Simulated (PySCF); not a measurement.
C2H6AlN.
SMILES: `[NH3+][AlH2-][C]#C`

Jobs on this species (10 atoms, 38 electrons) with PySCF (density fitting). Hardware of each: Arm Neoverse V2, one thread, on a shared host. Times come from a shared host and carry two figures at best. Peak memory is the resident size of the whole Python process, interpreter and libraries included.

| level and settings | work | basis functions | SCF cycles | wall time | peak memory |
| --- | --- | --- | --- | --- | --- |
| delta-SCF UKS PBE0, pcX-2 on the ionised atom, pcseg-1 elsewhere, spin-free X2C | ΔSCF core ionisation, 5 holes | 132 | ? | ? | ? |
| delta-SCF UKS SCAN, pcX-2 on the ionised atom, pcseg-1 elsewhere, non-relativistic | ΔSCF core ionisation, 5 holes | 132 | 79 | 15 s | 0.49 GiB |
| delta-SCF UKS SCAN, pcX-1 on the ionised atom, pcseg-1 elsewhere, spin-free X2C | ΔSCF core ionisation, 5 holes | 112 | 79 | 12 s | 0.49 GiB |
| PBE0-D3(BJ)/def2-SVP, grid level 1 | geometry optimisation from a GFN2-xTB start shaken at random | 90 | 46 | 13 s | 0.38 GiB |
| delta-SCF UKS PBE, pcX-2 on the ionised atom, pcseg-1 elsewhere, spin-free X2C | ΔSCF core ionisation, 5 holes | 132 | 77 | 9.8 s | 0.49 GiB |
| delta-SCF UKS HF, pcX-2 on the ionised atom, pcseg-1 elsewhere, spin-free X2C | ΔSCF core ionisation, 5 holes | 132 | 70 | 8.4 s | 0.49 GiB |
| delta-SCF UKS SCAN, pcX-2 on the ionised atom, pcseg-1 elsewhere, spin-free X2C | ΔSCF core ionisation, 5 holes | 132 | 79 | 15 s | 0.44 GiB |
| delta-SCF UKS SCAN, def2-TZVP on the ionised atom, pcseg-1 elsewhere, spin-free X2C | ΔSCF core ionisation, 5 holes | 109 | 79 | 14 s | 0.49 GiB |
| delta-SCF UKS B3LYP, pcX-2 on the ionised atom, pcseg-1 elsewhere, spin-free X2C | ΔSCF core ionisation, 5 holes | 132 | 72 | 16 s | 0.49 GiB |

Question: Fill in the missing figures.

Answer: 
- delta-SCF UKS PBE0, pcX-2 on the ionised atom, pcseg-1 elsewhere, spin-free X2C; ΔSCF core ionisation, 5 holes: 15 s, 0.49 GiB, 69 SCF cycles

Question: What do all jobs in the table cost together?

Answer: About 2.0 min; the longest takes about 14 % of that, and about 1.9 times as long as the shortest.
